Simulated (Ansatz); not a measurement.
Basis-set extrapolation for C2H9ClSi2, SMILES `C[SiH](C)[SiH2]Cl` (PBE0-D4/def2-TZVP geometry, frozen core, the Gaussian-basis code of Ansatz). Multiplicity 1, RHF reference.

```tsv
	def2-TZVPP	def2-QZVPP
HF	-1118.478628	-1118.513116
MP2 correlation	-0.796092	-0.857158
CCSD(T) correlation	-0.905887	not run
```

Energies in hartree. Use E(X) = E(∞) + A·exp(−7.88·√X) for Hartree–Fock and E(X) = E(∞) + B·X^(−2.97) for correlation, with X = 3 and 4, and add CCSD(T) minus MP2 of the smaller set to the MP2 limit.

Problem. What is the CCSD(T) energy at the basis-set limit?

Solution. HF limit: -1118.513116 + (-0.034488) × 0.13774 = -1118.51787. MP2 limit: -0.857158 + (-0.061066) × 0.74074 = -0.90239. Higher-order term: -0.905887 − (-0.796092) = -0.10979. Total: -1119.53005 hartree, 3.96 eV below CCSD(T)/def2-TZVPP.
